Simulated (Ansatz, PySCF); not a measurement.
C₄H₁₂Si₂, SMILES [SiH2]([SiH2]C)C(=C)C. Atoms are numbered in the order given.

```xyz
18

C     -2.6317    -0.9076     0.7742
C     -1.8284    -0.2261    -0.0550
C     -2.2622     1.0452    -0.7274
Si    -0.0759    -0.8402    -0.3747
Si     1.5107     0.6709     0.4754
C      3.2755     0.1162     0.1062
H     -3.6487    -0.5606     0.9973
H     -2.3143    -1.8342     1.2623
H     -1.6066     1.8885    -0.4514
H     -3.2957     1.3152    -0.4607
H     -2.2036     0.9542    -1.8250
H      0.1077    -2.1845     0.2591
H      0.1577    -0.9815    -1.8509
H      1.2629     2.0215    -0.1288
H      1.3062     0.8048     1.9541
H      4.0048     0.8360     0.5079
H      3.4371     0.0321    -0.9793
H      3.4775    -0.8663     0.5593
```

Geometry: PBE0-D3(BJ)/def2-SVP. The structure was generated by enumeration, and PubChem lists no compound with its InChIKey, so it may never have been made. The values are those of a single conformer.

Two levels are set side by side: PBE-D3(BJ)/def2-SVP (Ansatz, a quantum-chemistry and plane-wave program) and PBE0-D3(BJ)/def2-SVP (Ansatz). Each level has its own optimised geometry; the coordinates shown are those of the second. Frequencies come from the Hessian of PySCF at each geometry. Differences are taken from unrounded values.

| quantity | PBE0-D3(BJ) | PBE-D3(BJ) | PBE-D3(BJ) minus PBE0-D3(BJ) |
|---|---|---|---|
| mean bond length (Å) | 1.398 | 1.407 | 0.009 |
| bond C1–C2 (Å) | 1.341 | 1.351 | 0.011 |
| bond C2–C3 (Å) | 1.502 | 1.509 | 0.007 |
| bond C2–Si4 (Å) | 1.884 | 1.894 | 0.010 |
| bond Si4–Si5 (Å) | 2.350 | 2.358 | 0.008 |
| bond Si5–C6 (Å) | 1.886 | 1.898 | 0.012 |
| bond C1–H7 (Å) | 1.097 | 1.106 | 0.008 |
| bond C1–H8 (Å) | 1.094 | 1.102 | 0.008 |
| bond C3–H9 (Å) | 1.103 | 1.112 | 0.008 |
| bond C3–H10 (Å) | 1.101 | 1.109 | 0.008 |
| bond C3–H11 (Å) | 1.103 | 1.111 | 0.009 |
| bond Si4–H12 (Å) | 1.498 | 1.508 | 0.010 |
| bond Si4–H13 (Å) | 1.501 | 1.512 | 0.011 |
| bond Si5–H14 (Å) | 1.500 | 1.511 | 0.010 |
| bond Si5–H15 (Å) | 1.499 | 1.509 | 0.010 |
| bond C6–H16 (Å) | 1.101 | 1.109 | 0.008 |
| bond C6–H17 (Å) | 1.101 | 1.108 | 0.008 |
| highest harmonic wavenumber (cm⁻¹) | 3236 | 3142 | -93 |
| mean harmonic wavenumber (cm⁻¹) | 1292 | 1251 | -41 |
| zero-point energy (kcal/mol) | 88.65 | 85.83 | -2.82 |

GGA bonds tend to be longer and softer than those of functionals with exact exchange. Differences between two approximate levels are no errors against the true value.
